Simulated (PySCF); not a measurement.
# Radial density of Si (silicon, neutral)

UHF, [Ne] 3s2 3p2, high-spin 3P determinant. Calculation: PySCF 2.14, in aug-cc-pV(T+d)Z with one added diffuse shell each of s, p, d, f type (7s6p5d3f, 71 functions); the non-relativistic Hamiltonian (point nucleus).

```json
{"r (bohr)": "0.00151", "4πr²ρ (e/bohr)": "0.04847", "4πr²(ρα − ρβ)": "0.0000"}
{"r (bohr)": "0.00254", "4πr²ρ (e/bohr)": "0.1331", "4πr²(ρα − ρβ)": "0.0000"}
{"r (bohr)": "0.00427", "4πr²ρ (e/bohr)": "0.3589", "4πr²(ρα − ρβ)": "0.0000"}
{"r (bohr)": "0.00718", "4πr²ρ (e/bohr)": "0.9356", "4πr²(ρα − ρβ)": "0.0000"}
{"r (bohr)": "0.0121", "4πr²ρ (e/bohr)": "2.310", "4πr²(ρα − ρβ)": "-0.0001"}
{"r (bohr)": "0.0203", "4πr²ρ (e/bohr)": "5.192", "4πr²(ρα − ρβ)": "-0.0002"}
{"r (bohr)": "0.0342", "4πr²ρ (e/bohr)": "10.000", "4πr²(ρα − ρβ)": "0.0001"}
{"r (bohr)": "0.0575", "4πr²ρ (e/bohr)": "14.92", "4πr²(ρα − ρβ)": "0.0029"}
{"r (bohr)": "0.0967", "4πr²ρ (e/bohr)": "14.95", "4πr²(ρα − ρβ)": "0.0171"}
{"r (bohr)": "0.163", "4πr²ρ (e/bohr)": "10.23", "4πr²(ρα − ρβ)": "0.0609"}
{"r (bohr)": "0.274", "4πr²ρ (e/bohr)": "11.57", "4πr²(ρα − ρβ)": "0.1224"}
{"r (bohr)": "0.460", "4πr²ρ (e/bohr)": "14.03", "4πr²(ρα − ρβ)": "0.0854"}
{"r (bohr)": "0.774", "4πr²ρ (e/bohr)": "6.009", "4πr²(ρα − ρβ)": "-0.0029"}
{"r (bohr)": "1.30", "4πr²ρ (e/bohr)": "1.647", "4πr²(ρα − ρβ)": "0.3660"}
{"r (bohr)": "2.19", "4πr²ρ (e/bohr)": "1.745", "4πr²(ρα − ρβ)": "0.8100"}
{"r (bohr)": "3.68", "4πr²ρ (e/bohr)": "0.5422", "4πr²(ρα − ρβ)": "0.3542"}
{"r (bohr)": "6.19", "4πr²ρ (e/bohr)": "0.03517", "4πr²(ρα − ρβ)": "0.0304"}
{"r (bohr)": "10.4", "4πr²ρ (e/bohr)": "9.819e-05", "4πr²(ρα − ρβ)": "0.0001"}
```

Question: Where is the radial spin density 4πr²(ρα − ρβ) most negative, and why is it negative at all?

Answer: Around r = 0.774 bohr, down to -0.0029 e/bohr: exchange with the open shell polarises the paired shells in an unrestricted calculation.
